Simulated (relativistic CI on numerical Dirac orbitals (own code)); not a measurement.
## Cu²⁺ in a cubic cluster: 2p photoemission with charge transfer

Computed with a charge-transfer multiplet model of a cubic metal-ligand cluster with up to one ligand hole, Slater and spin-orbit integrals from Dirac-Coulomb-Breit ions, Slater integrals scaled by 0.8. The ground state mixes d9 with configurations of k ligand holes L, whose averages lie at kΔ + k(k − 1)U_dd/2; a core hole lowers each added d electron by U_cd. 300 K, Lorentzian 0.6 eV and Gaussian 0.8 eV FWHM.

Atomic integrals in eV (Slater integrals scaled, ζ unscaled), ground: F2dd 11.066, F4dd 6.905, zeta_d 0.099; with the core hole: F2dd 11.066, F4dd 6.905, zeta_d 0.138, zeta_core 13.377, F2cd 7.060, G1cd 5.412, G3cd 3.079.

Cluster parameters (eV): Δ = 2.7, U_dd = 8.3, U_cd = 10.6, 10Dq = 0.85, 10Dq(ligand) = 0.1, final-state hopping factor = 0.8.

Weights, n_d and S are thermal averages at 300 K. Binding energies count from the first peak over 30 % of the highest in each spectrum, which can be another peak from case to case. The parameters are a model scan and need not match a compound or its usual spin state. Peaks in eV (height, largest 100): 0.0 (100), 7.4 (57), 10.1 (35), 20.1 (49), 27.9 (22), 29.0 (36).

Problem. Which parameters give this spectrum?
A. V(eg) = 1.3 eV, V(t2g) = -0.55 eV
B. V(eg) = 1.6 eV, V(t2g) = -0.68 eV
C. V(eg) = 1.9 eV, V(t2g) = -0.81 eV
D. V(eg) = 2.8 eV, V(t2g) = -1.19 eV
E. V(eg) = 2.5 eV, V(t2g) = -1.07 eV

Solution. E. V(eg) = 2.5 eV, V(t2g) = -1.07 eV; the ground state then has 9.23 d electrons and S = 0.50. The choice follows from running the model for each set and comparing peak positions and heights.
